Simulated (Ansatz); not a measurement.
The cluster Rb₆. Total charge 0; singlet. Geometry relaxed at PBE0/def2-SVP.

Cartesian coordinates in Å:
```
Rb -2.199 -0.241 3.398
Rb 3.298 -1.651 -1.830
Rb -0.413 0.475 -4.073
Rb 2.353 -1.911 2.960
Rb -3.839 1.580 -0.800
Rb 0.800 1.748 0.345
```

In the def2 sets Rb takes a core potential; there is no spin–orbit coupling. The restricted singlet is unstable towards broken spin symmetry in Hartree–Fock (as tested in another run); at PBE0/def2-SVP this wasn't settled. The structure comes from a short search, and lower isomers may exist.

(1) Estimate the harmonic wavenumbers at RKS PBE0/def2-SVP (Ansatz, unscaled). Is this a minimum?

Answers

(1) 4, 5, 22, 24, 25, 28, 28, 35, 36, 45, 47, 47 cm⁻¹. Yes, no mode is imaginary beyond noise. Zero-point energy 2.1 kJ/mol. It took 3.7 min on 2 threads of Intel Xeon Platinum 8259CL on a shared host.
